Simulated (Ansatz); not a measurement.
Species: 3,3,3-trifluoroprop-1-yne, C3HF3, net charge 0, singlet state. 
Geometry from a B3LYP-D3(BJ)/def2-TZVP (Ansatz, a program for electronic structure) optimisation:
```xyz
7

C      2.3167    -0.1977     0.0087
C      1.1258    -0.0961     0.0042
C     -0.3291     0.0281    -0.0012
F     -0.8021     0.2974     1.2287
F     -0.9158    -1.1070    -0.4214
F     -0.7329     1.0187    -0.8165
H      3.3763    -0.2881     0.0127
```

Basis-set convergence of Hartree-Fock and CCSD(T) correlation energies (hartree) with Ansatz. Cores are frozen in the correlated levels unless marked. Spin-orbit coupling is left out. Non-relativistic.

```csv
basis,functions,E(HF),"E(corr, CCSD(T))"
aug-cc-pVDZ,147,-412.48010,-1.04311
aug-cc-pVTZ,299,-412.59369,-1.28178
aug-cc-pVQZ,526,-412.62101,-1.36197
```

Extrapolating the two largest sets (X = 3 and 4) as X^-3: E(corr) = (64·(-1.36197) - 27·(-1.28178))/37 = -1.4205 Eh, an estimate of the basis-set limit. The largest set recovers 95.9 % of it, the smallest 73.4 %.
